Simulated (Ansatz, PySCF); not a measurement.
Breaking the Ga1–H2 bond in GaH4N (SMILES [NH2][GaH2]) (multiplicity 1 held, fragments rigid). Energies count from the point at 1.562 Å.
Geometry at that point (charge 0, multiplicity 1):
```xyz
6

Ga     0.0071    -0.1752    -0.3421
H     -1.2916    -0.0769    -1.2036
H      1.3319    -0.9094    -0.7224
N     -0.0268     0.6560     1.2808
H     -0.8205     1.1614     1.6389
H      0.7460     0.6643     1.9262
```

Restricted levels (R-, RO-) in cc, def2 and unpolarised 6-31G sets keep to the state of the molecule at rest. Unrestricted levels (U-) break spin symmetry where that is lower. Curves can end on different states.

Rows in LANL2DZ carry no dispersion term and start afresh at each structure. LANL2DZ brings its own core potentials from Na on.

Run with Ansatz (Gaussian basis) for Hartree–Fock, density functionals and correlated methods; PySCF for LANL2DZ rows. 

**Question.** One of these levels gives 272.4 kJ/mol for the energy at R = 4.997 Å. Which?
A. U-r2SCAN/cc-pVTZ
B. R-PBE/cc-pVTZ
C. R-HF/cc-pVTZ
D. U-HF/LANL2DZ

**Answer.** D, U-HF/LANL2DZ. The others give 639.3 (R-HF/cc-pVTZ), 444.4 (R-PBE/cc-pVTZ), 347.8 (U-r2SCAN/cc-pVTZ)

Doubts at one or more of the structures used: a spin-contaminated determinant (U-HF/LANL2DZ, U-r2SCAN/cc-pVTZ); a restricted determinant that unrestricted orbitals would lower (R-HF/cc-pVTZ, R-PBE/cc-pVTZ).

Ansatz is a program for electronic structure.
